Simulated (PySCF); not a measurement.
# Dipole moment and polarisability of `[SiH3]/C=C(/[SiH3])C1CCC1`

Species: C₆H₁₄Si₂.
Cartesian coordinates in Å at the PBE0-D3(BJ)/def2-SVP level; atoms count from 1:
```xyz
22
C6H14Si2 angstrom
Si     2.734   -1.178    0.418
C      1.821    0.462    0.540
C      0.512    0.651    0.265
Si    -0.195    2.395    0.417
C     -0.387   -0.476   -0.147
C     -1.550   -0.255   -1.143
C     -2.394   -1.246   -0.321
C     -1.442   -1.002    0.863
H      2.128   -2.218    1.308
H      2.723   -1.715   -0.980
H      4.154   -0.971    0.832
H      2.413    1.326    0.870
H     -0.512    2.969   -0.928
H      0.819    3.263    1.085
H     -1.462    2.415    1.215
H      0.218   -1.330   -0.498
H     -1.955    0.768   -1.069
H     -1.359   -0.471   -2.204
H     -2.303   -2.272   -0.709
H     -3.461   -1.022   -0.179
H     -1.803   -0.190    1.512
H     -1.149   -1.852    1.497
```

Level: PBE0/def2-SVPD (PySCF), static field, nuclei fixed, core orbitals frozen in the response. The polarisability tensor in these axes (au):

```
x   149.48  -9.11   7.54
y    -9.11 131.94   1.24
z     7.54   1.24 104.63
```

Task: Give the principal values, the mean and the anisotropy Δα = √{½[(α1 − α2)² + (α2 − α3)² + (α1 − α3)²]}.

Result: Principal values 103.13, 128.71 and 154.21 au; mean 128.68 au = 19.07 Å³ = 21.22 × 10⁻⁴⁰ C²·m²/J; Δα = 44.24 au (34 % of the mean).

Task: What is the dipole moment, and where does it point?

Result: (-0.72, -0.30, -0.14) D, 0.79 D in size, pointing from the negative to the positive side. Measured along this direction, the outermost atoms are H11 at the negative end and H20 at the positive end.

Task: Give the principal axes and the span of the nuclei along them.

Result: Largest value along (0.92, -0.37, 0.13), where the nuclei span 7.12 Å; middle along (0.35, 0.92, 0.16), 6.48 Å; least along (-0.18, -0.10, 0.98), 3.72 Å. The response follows the extents in order.

Task: Refractivity n − 1 of an ideal gas of it at 298.15 K and 1 atm, from the electronic α?

Result: N = p/kT = 2.4615 × 10¹⁹ cm⁻³, so n − 1 = 2π × N × 19.07 × 10⁻²⁴ cm³ = 2949 × 10⁻⁶ at long wavelengths, for an ideal gas.

Task: How large is μ²/3kT at 273 K beside α?

Result: In Gaussian units μ²/3kT = 5.52 Å³ against 19.07 Å³, a ratio of 0.29; the Debye molar polarisation (4π/3)N_A(α + μ²/3kT) is 62.0 cm³/mol, leaving out the vibrational part.

Task: Find the Langevin capture rate constant for H3+ (3.023 u) meeting this molecule (142.063 u), k = 2.342 × 10⁻⁹ cm³/s × √(α in Å³ / reduced mass in u).

Result: The reduced mass is 2.96 u, so k = 5.94 × 10⁻⁹ cm³/s. The formula leaves out the permanent dipole, which adds to the capture rate.

Task: Molar refractivity from α?

Result: Lorentz–Lorenz: R = (4π/3)N_A α = 2.5225 cm³/(mol·Å³) × 19.07 Å³ = 48.1 cm³/mol, in the limit of long wavelengths.

Geometry: PBE0-D3(BJ)/def2-SVP, one conformer, isolated molecule.

These values come from a run that also computed excited states and ΔSCF ions. On one thread, Arm Neoverse V2, no GPU, shared host, this took 4.7 min of wall time.
